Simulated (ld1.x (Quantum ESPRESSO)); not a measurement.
**W (Z = 74): excitation energies, all-electron against ultrasoft**

W (Z = 74), ultrasoft, made with ld1.x (Quantum ESPRESSO) 7.5 (LDA (PZ), scalar-relativistic). Core [Kr] 4d10 4f14, reference 5s2 5p6 5d4.5 6s1.5 6p0. Waves: 5s (bound): rcut 1.45, rcutus 2.00 bohr; 6s (bound): rcut 1.45, rcutus 2.00 bohr; 5p (bound): rcut 2.00, rcutus 2.40 bohr; 6p (bound, empty): rcut 2.00, rcutus 2.40 bohr; 5d (bound): rcut 1.95, rcutus 2.65 bohr; 5d channel at 3.75 Ry: rcut 1.95, rcutus 2.65 bohr. Local part: all-electron potential smoothed inside 2.00 bohr (lloc = -2). Core correction: Bessel-smoothed model core inside 1.00 bohr. Augmentation charge: PSQ, inside the norm-conserving radii.

Energies are relative to the spin-unpolarised reference configuration 5s2 5p6 5d4.5 6s1.5 6p0; without spin polarisation the order of configurations can differ from experiment. Not all tests gave a result: test run stopped at test 6 of 9 (negative rho).

| valence configuration | charge | ΔE all-electron (eV) | error AE − PS (meV) |
| --- | --- | --- | --- |
| 5s2 5p6 5d4 6s2 6p0 | 0 | -0.697 | +0.5 |
| 5s2 5p6 5d5 6s0 6p0 | +1 | 9.288 | -14 |
| 5s2 5p6 5d4 6s1.5 6p0 | +0.5 | 3.047 | +0.9 |

**Question.** What are ΔE and the potential's error for 5s2 5p6 5d4 6s1 6p0?

**Answer.** ΔE = 8.436 eV all-electron; the error (AE − PS) is +0.4 meV.

**Question.** What are ΔE and the potential's error for 5s2 5p6 5d4 6s0 6p0?

**Answer.** ΔE = 24.463 eV all-electron; the error (AE − PS) is -4.7 meV.
